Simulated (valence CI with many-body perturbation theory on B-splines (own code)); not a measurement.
Results of a calculation; reference values are marked as such.
## Energy levels of Sm XXXI

Level of theory: valence CI with perturbative core correlation (CI+MBPT): four valence electrons over a frozen Dirac-Fock core [Ar] 3d10, a basis of 11 s, 11 p, 10 d, 8 f, 5 g, 2 h functions for each j, with the one-electron correlation potential Σ1 (screened to all orders), the two-electron term Σ2, the three-electron term Σ3, Breit, model QED; selected single and double excitations, second order for the rest, scaled by the run's own slope (own B-spline code, finite nucleus).

The last digits are not significant, and no measured levels were compared; by estimate large intervals hold to a few tenths of a per cent, small ones and those within an open d or f shell to about a per cent. Among the levels kept, up to 340 cm⁻¹ of a level comes from second order outside the variational space, and about a tenth of that is noise between levels of different J, which matters for small intervals.

Levels 91 to 135 of 182, with energies above the lowest level, (4s^2 4p1/2^2) J=0. "Leading %" is the weight of the configuration and term that name the level; weights of strongly mixed levels are sums over their largest components and can fall short, so below about 35 % the name and the second component can differ from the true leading terms, or belong to a minority configuration. In the jj column 3d3/2^4 stands for four electrons in 3d with j = 3/2.

```tsv
No.	Configuration	Term	J	E (eV)	Leading %	Second component	g	Leading jj
91	4s²4d²	³P	0	315.66	46	23 % 4s²4d² ¹S		4s^2 4d3/2^2 (68 %)
92	4s²4d²	³F	3	316.73	58	16 % 4s²4p4f ³D	1.119	4s^2 4d3/2 4d5/2 (58 %)
93	4s4p²4d	¹P	1	317.63	29	28 % 4s4p²4d ³P	1.287	4s 4p3/2^2 4d5/2 (44 %)
94	4s²4d²	¹G	4	318.02	40	22 % 4s²4p4f ¹G	1.039	4s^2 4d3/2 4d5/2 (28 %)
95	4s4p²4d	¹D	2	320.02	32	27 % 4s²4d² ³P	1.153	4s^2 4d3/2 4d5/2 (40 %)
96	4s²4d²	³F	4	320.69	56	14 % 4s²4p4f ³F	1.216	4s^2 4d5/2^2 (43 %)
97	4s4p²4d	¹D	2	322.26	16	15 % 4s4p²4d ³P	1.083	4s 4p3/2^2 4d5/2 (37 %)
98	4s²4d²	³P	0	323.58	28	21 % 4s4p²4d ³P		4s 4p3/2^2 4d3/2 (39 %)
99	4s²4d²	³P	1	323.84	62	20 % 4s4p²4d ³P	1.411	4s^2 4d3/2 4d5/2 (62 %)
100	4p³4d	³F°	2	325.32	35	16 % 4p³4d ³D°	0.993	4p1/2^2 4p3/2 4d3/2 (87 %)
101	4s²4p4f	³G	5	325.98	94		1.199	4s^2 4p3/2 4f7/2 (94 %)
102	4p³4d	³F°	3	327.22	25	18 % 4p³4d ³G°	1.123	4p1/2^2 4p3/2 4d3/2 (82 %)
103	4p³4d	³P°	0	327.92	49	32 % 4p³4d ⁵D°		4p1/2^2 4p3/2 4d3/2 (91 %)
104	4s²4p4f	¹F	3	329.39	30	21 % 4s²4p4f ³F	0.984	4s^2 4p3/2 4f5/2 (59 %)
105	4s²4d²	³P	2	329.40	47	18 % 4s²4d² ¹D	1.293	4s^2 4d5/2^2 (57 %)
106	4p³4d	⁵D°	1	329.57	34	26 % 4p³4d ³P°	1.200	4p1/2^2 4p3/2 4d3/2 (90 %)
107	4s²4p4f	³F	4	330.55	34	25 % 4s²4d² ³F	1.187	4s^2 4p3/2 4f5/2 (33 %)
108	4s²4p4f	³D	1	331.83	78	17 % 4s4p²4d ³D	0.517	4s^2 4p3/2 4f5/2 (78 %)
109	4s²4p4f	³D	2	332.43	53	14 % 4s²4p4f ³F	1.038	4s^2 4p3/2 4f5/2 (46 %)
110	4s²4p4f	³D	3	333.24	29	21 % 4s²4p4f ³F	1.171	4s^2 4p3/2 4f7/2 (55 %)
111	4p³4d	³F°	4	334.33	40	30 % 4p³4d ⁵D°	1.272	4p1/2^2 4p3/2 4d5/2 (91 %)
112	4p³4d	³D°	2	337.27	36	22 % 4p³4d ⁵D°	1.293	4p1/2^2 4p3/2 4d5/2 (82 %)
113	4s²4d²	¹S	0	338.50	68	12 % 4s4p²4d ¹S		4s^2 4d5/2^2 (72 %)
114	4p³4d	³F°	3	339.68	20	17 % 4p³4d ³D°	1.144	4p1/2^2 4p3/2 4d5/2 (66 %)
115	4s²4p4f	¹G	4	340.83	45	35 % 4s²4d² ¹G	1.032	4s^2 4p3/2 4f7/2 (28 %)
116	4s²4p4f	¹D	2	340.95	44	16 % 4s²4d² ¹D	0.962	4s^2 4p3/2 4f7/2 (47 %)
117	4p³4d	³D°	1	347.28	46	14 % 4p³4d ³P°	0.959	4p1/2^2 4p3/2 4d5/2 (82 %)
118	4s4p²4f	⁵G°	2	348.08	30	20 % 4s4p4d² ⁵G°	0.579	4s 4p1/2^2 4f5/2 (54 %)
119	4s4p²4f	⁵G°	3	350.25	21	15 % 4s4p²4f ³F°	1.068	4s 4p1/2^2 4f5/2 (40 %)
120	4s4p²4f	⁵D°	4	353.02	22	19 % 4s4p²4f ³F°	1.271	4s 4p1/2^2 4f7/2 (76 %)
121	4p³4d	³F°	2	355.48	25	23 % 4p³4d ⁵D°	0.954	4p1/2 4p3/2^2 4d3/2 (69 %)
122	4p³4d	⁵D°	0	355.81	43	36 % 4p³4d ¹S°		4p1/2 4p3/2^2 4d3/2 (72 %)
123	4p³4d	³D°	1	355.99	50	31 % 4p³4d ⁵D°	0.846	4p1/2 4p3/2^2 4d3/2 (78 %)
124	4p³4d	³F°	3	356.55	16	15 % 4p³4d ³G°	1.085	4p1/2 4p3/2^2 4d3/2 (52 %)
125	4p³4d	³G°	4	358.72	34	26 % 4p³4d ¹G°	1.071	4p1/2 4p3/2^2 4d3/2 (72 %)
126	4s4p4d²	⁵G°	2	359.46	58	8 % 4s4p²4f ⁵G°	0.516	4s 4p1/2 4d3/2^2 (48 %)
127	4s4p4d²	⁵G°	3	361.13	48	8 % 4s4p²4f ³G°	0.996	4s 4p1/2 4d3/2 4d5/2 (35 %)
128	4p³4d	³F°	3	361.62	23	17 % 4p³4d ⁵D°	1.167	4p1/2 4p3/2^2 4d5/2 (40 %)
129	4p³4d	³F°	4	362.95	35	14 % 4s4p4d² ⁵G°	1.234	4p1/2 4p3/2^2 4d5/2 (53 %)
130	4p³4d	³D°	3	363.58	22	16 % 4p³4d ⁵D°	1.171	4p1/2 4p3/2^2 4d5/2 (37 %)
131	4p³4d	³G°	5	364.74	58	16 % 4s4p4d² ³G°	1.182	4p1/2 4p3/2^2 4d5/2 (58 %)
132	4p³4d	¹G°	4	365.28	33	30 % 4p³4d ⁵D°	1.200	4p1/2 4p3/2^2 4d5/2 (78 %)
133	4p³4d	³F°	2	366.12	44	25 % 4p³4d ¹D°	0.910	4p1/2 4p3/2^2 4d3/2 (75 %)
134	4s4p4d²	⁵D°	0	367.10	70	12 % 4s4p4d² ³P°		4s 4p1/2 4d3/2^2 (59 %)
135	4p³4d	¹P°	1	367.27	22	16 % 4p³4d ³S°	1.353	4p1/2 4p3/2^2 4d3/2 (42 %)
```

Where two levels of one J and parity lie close, their mixing, g and order are uncertain.
